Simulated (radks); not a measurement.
Q: The phosphorus anion P3-, [Ar], held by a Watson sphere: a shell of charge +3 at radius R that stands for the Madelung well of a crystal (potential energy -3/R inside, -3/r outside, in hartree with lengths in bohr). Calculated with a radial shooting solver on a logarithmic mesh with Libxc functionals: non-relativistic Kohn-Sham, r2SCAN, spin-unpolarised, spherical densities, point nucleus; meta-GGA in the generalised Kohn-Sham scheme.

R (bohr)  e(2p) (eV)  e(3s) (eV)  e(3p) (eV)  <r> 3p (bohr)  sum of <r^2> (bohr^2)  X-ray form factor at sin(theta)/lambda = 0.2 1/angstrom
2.76         -123.16     -14.677      -6.813          2.537                  57.70                                                   10.355
3.4          -123.15     -13.018      -5.535          2.783                  68.40                                                   10.181
3.41         -123.15     -12.996      -5.517          2.787                  68.57                                                   10.180
3.5          -123.13     -12.806      -5.356          2.821                  70.12                                                   10.169
3.62         -123.11     -12.568      -5.150          2.865                  72.20                                                   10.158
3.9          -123.03     -12.071      -4.703          2.968                  77.16                                                   10.146
4.3          -122.90     -11.494      -4.146          3.113                  84.54                                                   10.151
4.6          -122.80     -11.146      -3.786          3.221                  90.33                                                   10.164

Estimate the row for R = 3.6 bohr.

A: e(2p) (eV) -123.11; e(3s) (eV) -12.606; e(3p) (eV) -5.184; <r> 3p (bohr) 2.858; sum of <r^2> (bohr^2) 71.85; X-ray form factor at sin(theta)/lambda = 0.2 1/angstrom 10.160.
